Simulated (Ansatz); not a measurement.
A run for Ansatz (a quantum-chemistry and plane-wave program): R-PBE0/def2-TZVPP on C5H5 (SMILES C1=C[CH+]C=C1), 2S+1 = 1, a spin state set in the input, which need not be the lowest, at the other state's geometry. Charge +1.

Ansatz 0.2 input:
```yaml
crystal:
  periodic: [false, false, false]
  atoms:
    - {symbol: C, position_ang: [-0.48953557, -1.08521547, 0.20640384]}
    - {symbol: C, position_ang: [-1.19922203, 0.10561224, -0.10321249]}
    - {symbol: C, position_ang: [-0.25162440, 1.15048743, -0.27019267]}
    - {symbol: C, position_ang: [1.04370960, 0.60542809, -0.06377577]}
    - {symbol: C, position_ang: [0.89667241, -0.77631229, 0.23077708]}
    - {symbol: H, position_ang: [-0.92708670, -2.05519044, 0.39088938]}
    - {symbol: H, position_ang: [-2.27109705, 0.20000938, -0.19546470]}
    - {symbol: H, position_ang: [-0.47652847, 2.17880304, -0.51169321]}
    - {symbol: H, position_ang: [1.97658626, 1.14656495, -0.12077910]}
    - {symbol: H, position_ang: [1.69812596, -1.47018693, 0.43704762]}
basis:
  gaussian:
    orbitals: def2-TZVPP
hamiltonian:
  xc: {name: PBE0}
total_charge: 1
```

The log:

```
WARN ansatz: RAYON_NUM_THREADS=6 ignored (pool sized by the plan → 6); use --threads N
Functional definition: PBE0
integrals: 0.12 GiB planned
1195 factors; their error is unknown
mean field: 1.28 GiB planned
mean field evaluation 1: about -5240.2836 eV, gradient 6.5e1 eV
mean field evaluation 2: about -5235.0273 eV, gradient 7.9e1 eV
mean field evaluation 4: about -5250.4113 eV, gradient 4.7e0 eV
mean field evaluation 8: about -5250.4666 eV, gradient 8.0e-2 eV
mean field evaluation 16: about -5250.4688 eV, gradient 2.8e-4 eV
mean field evaluation 32: about -5250.4688 eV, gradient 3.9e-5 eV
mean field evaluation 64: about -5250.4688 eV, gradient 1.1e-3 eV
mean field -5250.46877157 eV, -192.9511684596 hartree, gradient 5.7e-6 eV, S^2 0.000000; 5 other end points of the search recorded, 0 dependent functions left out
reference -5250.46880045 eV, -192.9511695211 hartree; 17, 17 occupied and 208, 208 virtual orbitals, 1195 factors
Total energy: -5250.46880045 eV, -192.9511695211 hartree
```

The run converged.

Cost: very roughly 50 core-seconds.
